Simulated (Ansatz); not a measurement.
Isolated molecules relaxed with PBE0-D4/def2-TZVP in Ansatz; ΔE leaves out vibrations. CBS: MP2 limit from def2 TZ/QZ plus the TZ coupled-cluster correction, frozen cores. This one scheme is used for every species. DFT in def2-TZVPP. Each species was taken in one conformer, which may not be the lowest.

Consider the substitution at a C–B bond: `B[C](=C)[AlH][CH3]` + HCl → `C=[C](Cl)[AlH][CH3]` + BH₃.

| species | r2SCAN-D4 energy (Eh) |
| --- | --- |
| `B[C](=C)[AlH][CH3]` | -386.29966 |
| HCl | -460.78592 |
| `C=[C](Cl)[AlH][CH3]` | -820.47245 |
| BH₃ | -26.58650 |

(1) Work out ΔE.

Largest T1 diagnostic among the species: 0.011.

Answers

(1) ΔE = (-820.47245) + (-26.58650) − (-386.29966) − (-460.78592) = 0.02663 Eh = +69.9 kJ/mol. CCSD(T)/CBS gives +72.2 kJ/mol.

From PBE to PBE0 (25 % exact exchange), in def2-TZVPP and without D4, ΔE moves by +3.2 kJ/mol.
